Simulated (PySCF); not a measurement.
## Working out the ionisation energy of Co

Co [Ar] 3d7 4s2 (4F) → Co+ [Ar] 3d8 (3F). All numbers are calculated (PySCF 2.14, the spin-free X2C one-electron Hamiltonian (Gaussian nucleus), in aug-cc-pVTZ-DK (8s7p5d3f2g, 93 functions)). Frozen: [Ar]. Energies in hartree (1 hartree = 27.21139 eV):

```csv
part,Co (lower),Co+ (upper)
UHF,-1391.881715,-1391.576891
CCSD correlation,-0.259894,-0.267713
(T),-0.010081,-0.010382
```

Task: What does Hartree-Fock give?

Result: (-1391.576891) − (-1391.881715) = 0.304824 hartree = 8.295 eV.

Task: What do CCSD and CCSD(T) give?

Result: The CCSD correlation energies differ by -0.007819 hartree = -0.213 eV and the triples by -0.000301 hartree = -0.008 eV, so CCSD gives 8.082 eV and CCSD(T) 8.074 eV.

Measured between the centres of the two terms (NIST): 7.869 eV, so CCSD(T) (valence) is off by 0.205 eV.

What remains against the reference includes basis incompleteness, the frozen core and higher excitations.
